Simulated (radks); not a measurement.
All-electron atom: neutral thulium in [Xe] 4f13 5d0.5 6s1 6p0.5 (fractional occupations, a model configuration). Calculated with a radial shooting solver on a logarithmic mesh with Libxc functionals: Dirac Kohn-Sham, PBEsol, spin-unpolarised, spherical densities, point nucleus; open shells fill j = l - 1/2 first.

Radial electron density D(r) = 4 pi r^2 rho(r):

r (bohr),D(r) (e/bohr)
0.002663,24.90
0.003125,30.80
0.003697,38.04
0.004339,45.90
0.005091,54.56
0.006023,64.18
0.007068,73.35
0.008294,81.88
0.009733,88.99
0.01151,94.07
0.01351,96.00
0.01586,95.00
0.01861,91.69
0.02201,87.40
0.02583,84.88
0.03031,86.24
0.03557,92.78
0.04208,104.3
0.04938,116.0
0.05795,123.3
0.06855,121.9
0.08044,112.3
0.0944,100.5
0.1108,94.68
0.131,99.43
0.1538,108.8
0.1805,110.9
0.2118,98.09
0.2505,74.11
0.294,56.18
0.345,52.73
0.4081,59.41
0.4789,62.40
0.562,55.17
0.6595,41.38
0.7802,27.88
0.9156,19.74
1.074,15.21
1.261,11.90
1.492,8.465
1.75,5.399
2.054,3.065
2.41,1.651
2.851,0.9391
3.346,0.6602
3.927,0.5181
4.645,0.3903
5.451,0.2666
6.397,0.1579
7.507,0.08066
8.88,0.03425
10.42,0.01303
12.23,0.004149
14.35,0.001056
16.98,0.0001880

D(r) has 4 maxima, at r = 0.0138, 0.0618, 0.172, 0.464 bohr, and minima at 0.0267, 0.112, 0.329 bohr, inside which lie 2.01, 11.12, 29.60 electrons.
